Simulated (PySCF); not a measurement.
Delta-SCF ions had no search for a lower state. Excitations are Tamm–Dancoff values on a coarser integration grid. The basis has no diffuse functions, so Rydberg states are missing or too high.

**C9H7NSSi, SMILES `N#Cc1cc2cccc([SiH3])c2s1` (charge 0, multiplicity 1)**

These are PBE-D3(BJ)/def2-TZVP // PBE-D3(BJ)/def2-SVP (PySCF) values and carry that method's errors.

```yaml
HOMO: -6.14 eV
dipole_moment: 5.02 D
HOMO–LUMO gap: 3.16 eV
LUMO: -2.98 eV
S1 excitation (TDA): 3.80 eV
S1 oscillator strength: 0.047
brightest of the four lowest singlets (TDA): 4.64 eV
T1 excitation (TDA): 2.78 eV
S1–T1 gap (TDA): 1.02 eV
vertical ionisation energy (Delta-SCF): 8.38 eV
total_energy: -29632.19 eV
cost: around 22 core-minutes (rough)
```

Bond lengths (Å): N1–C2 1.176, C2–C3 1.418, C3–C4 1.385, C3–S12 1.764, C4–C5 1.432, C4–H13 1.098, C5–C6 1.417, C5–C11 1.431, C6–C7 1.393, C6–H14 1.100, C7–C8 1.415, C7–H15 1.100, C8–C9 1.407, C8–H16 1.101, C9–Si10 1.889, C9–C11 1.416, Si10–H17 1.502, Si10–H18 1.505, Si10–H19 1.505, C11–S12 1.751. Angles (°): N1–C2–C3 179.8, C2–C3–C4 127.5, C2–C3–S12 119.9, C4–C3–S12 112.6, C3–C4–C5 112.8, C3–C4–H13 122.7, C5–C4–H13 124.5, C4–C5–C6 129.1, C4–C5–C11 112.2, C6–C5–C11 118.7, C5–C6–C7 119.3, C5–C6–H14 119.7, C7–C6–H14 120.9, C6–C7–C8 120.8, C6–C7–H15 119.8, C8–C7–H15 119.4, C7–C8–C9 122.2, C7–C8–H16 118.8, C9–C8–H16 119.1, C8–C9–Si10 121.3, C8–C9–C11 116.3, Si10–C9–C11 122.5, C9–Si10–H17 108.4, C9–Si10–H18 110.2, C9–Si10–H19 110.3, H17–Si10–H18 110.0, H17–Si10–H19 109.9, H18–Si10–H19 108.0, C5–C11–C9 122.7, C5–C11–S12 111.4, C9–C11–S12 125.9, C3–S12–C11 91.1.
